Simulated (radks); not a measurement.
The iodine anion I-, [Xe], held by a Watson sphere: a shell of charge +1 at radius R that stands for the Madelung well of a crystal (potential energy -1/R inside, -1/r outside, in hartree with lengths in bohr). Method: scalar-relativistic Kohn-Sham, LDA (Slater exchange, Perdew-Wang correlation), spin-polarised, spherical densities, finite nucleus; Fermi nuclear charge, rms radius of each element as measured or else 0.836 A^(1/3) + 0.57 fm; computed with a radial shooting solver on a logarithmic mesh with Libxc functionals. Response by self-consistent Sternheimer equations with the Hartree and adiabatic LDA kernel, the relativistic mass of each level held fixed and spin-orbit coupling left out. The sphere does not respond.

R (bohr)  e(4d) (eV)  e(5s) (eV)  e(5p) (eV)  <r> 5p (bohr)  sum of <r^2> (bohr^2)  X-ray form factor at sin(theta)/lambda = 0.2 1/angstrom  alpha (bohr^3)
2.61         -49.557     -17.797      -7.664          2.490                  69.39                                                   42.391           37.25
2.67         -49.497     -17.717      -7.608          2.497                  69.68                                                   42.383           37.82
3.24         -48.992     -16.998      -7.032          2.559                  72.20                                                   42.332           43.73
3.55         -48.728     -16.641      -6.709          2.587                  73.34                                                   42.319           47.11
3.62         -48.669     -16.564      -6.636          2.592                  73.58                                                   42.317           47.87
3.9          -48.431     -16.266      -6.351          2.612                  74.45                                                   42.312           50.91
4.42         -47.998     -15.759      -5.850          2.640                  75.77                                                   42.310           56.29
5.22         -47.380     -15.084      -5.171          2.668                  77.17                                                   42.312           63.55
5.74         -47.021     -14.708      -4.790          2.679                  77.78                                                   42.313           67.45
